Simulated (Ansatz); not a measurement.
Ansatz (a program for electronic structure) input file for C₆H₁₄Te, SMILES CC(C)[Te]C(C)C, CAM-B3LYP/def2-SVPD. Geometry optimised at PBE-D3(BJ)/def2-SVP. The def2 effective core potentials stand for the cores of Te; spin–orbit coupling is left out. The values are those of a single conformer.

Ansatz 0.2 input:
```yaml
crystal:
  periodic: [false, false, false]
  atoms:
    - {symbol: C, position_ang: [1.74443815, 1.43431276, 1.21272458]}
    - {symbol: C, position_ang: [1.57013612, -0.05681110, 0.95361879]}
    - {symbol: C, position_ang: [2.86356674, -0.73986609, 0.51798006]}
    - {symbol: Te, position_ang: [0.03508372, -0.46605232, -0.59508989]}
    - {symbol: C, position_ang: [-1.63789049, 0.50098190, 0.50048419]}
    - {symbol: C, position_ang: [-1.85722408, 1.93993574, 0.04199100]}
    - {symbol: C, position_ang: [-2.89563831, -0.35646374, 0.37957792]}
    - {symbol: H, position_ang: [2.08277896, 1.96463850, 0.29898823]}
    - {symbol: H, position_ang: [2.50969984, 1.59611243, 2.00513680]}
    - {symbol: H, position_ang: [0.80792778, 1.91497626, 1.55803489]}
    - {symbol: H, position_ang: [1.16675560, -0.55942763, 1.85696378]}
    - {symbol: H, position_ang: [2.72982203, -1.82934555, 0.36363358]}
    - {symbol: H, position_ang: [3.64804018, -0.60150449, 1.29369354]}
    - {symbol: H, position_ang: [3.25409720, -0.30367094, -0.42538187]}
    - {symbol: H, position_ang: [-1.27169007, 0.48227397, 1.54893784]}
    - {symbol: H, position_ang: [-0.94436179, 2.55747688, 0.14625596]}
    - {symbol: H, position_ang: [-2.16512795, 1.97898460, -1.02318029]}
    - {symbol: H, position_ang: [-2.66510118, 2.41614055, 0.64225229]}
    - {symbol: H, position_ang: [-2.73872885, -1.38184054, 0.76656149]}
    - {symbol: H, position_ang: [-3.23189790, -0.43948081, -0.67548655]}
    - {symbol: H, position_ang: [-3.73089656, 0.10685067, 0.95000564]}
basis:
  gaussian:
    orbitals: def2-SVPD
hamiltonian:
  xc: {name: CAM-B3LYP}
```

Output:

```
WARN ansatz: RAYON_NUM_THREADS=1 ignored (pool sized by the plan → 1); use --threads N
Functional definition: CAM-B3LYP
integrals: 0.39 GiB planned
2317 factors; their error is unknown
integrals: 0.41 GiB planned
944 factors; integrals over basis functions are off by at most 2.5e-5 eV
mean field: 2.16 GiB planned
mean field evaluation 1: about -13726.2871 eV, gradient 6.0e1 eV
mean field evaluation 2: about -13725.8595 eV, gradient 6.1e1 eV
mean field evaluation 4: about -13735.1897 eV, gradient 2.7e0 eV
mean field evaluation 8: about -13735.2113 eV, gradient 8.6e-2 eV
mean field evaluation 16: about -13735.2248 eV, gradient 2.2e-4 eV
mean field -13735.22480866 eV, -504.7602016486 hartree, gradient 2.1e-5 eV, S^2 0.000000; 0 other end points of the search recorded, 0 dependent functions left out
reference -13735.22500002 eV, -504.7602086807 hartree; 37, 37 occupied and 230, 230 virtual orbitals, 2317 factors
Total energy: -13735.22500002 eV, -504.7602086807 hartree
```

The calculation finished and met its thresholds.

Cost: about 20 core-seconds (a rough figure).
